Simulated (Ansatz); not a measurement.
`OB(O)O[SiH3]` + HCl → `OB(Cl)O[SiH3]` + H₂O  (ligand exchange at a B–O bond)

Calculated with Ansatz (gas phase, PBE0-D4/def2-TZVP geometries, no zero-point term in ΔE). CCSD(T)/CBS adds triple-zeta CCSD(T) − MP2 to the extrapolated MP2 energy (def2 sets, frozen cores). This one scheme is used for every species. Functionals use def2-TZVPP. HSE06 is defined as in plane-wave codes. Each species was taken in one conformer, which may not be the lowest.

Task: Is it downhill or uphill in electronic energy at CCSD(T)/CBS, and by how much? (Best estimate.)

Result: Ansatz gave: Uphill: ΔE = +38.9 kJ/mol.

Task: What do these levels give: HSE06-D4, PBE, revPBE, BLYP, MP2/def2-QZVPP, CCSD/CBS(def2)? (Best estimate.)

Result: The calculation gave: HSE06-D4 37.9, PBE 36.4, revPBE 34.2, BLYP 42.3, MP2/def2-QZVPP 35.5, CCSD/CBS(def2) 41.5 kJ/mol.

Largest T1 diagnostic among the species: 0.012.

Leaving LDA and LC-ωPBE aside and taking each functional with its dispersion term where it has one, the values, not all of them listed here, spread over 14.9 kJ/mol, from revPBE-D4 to CAM-B3LYP-D4. LDA lies +7.4 kJ/mol from PBE without D4. From BLYP to BHLYP (50 % exact exchange), in def2-TZVPP and without D4, ΔE moves by +6.7 kJ/mol.
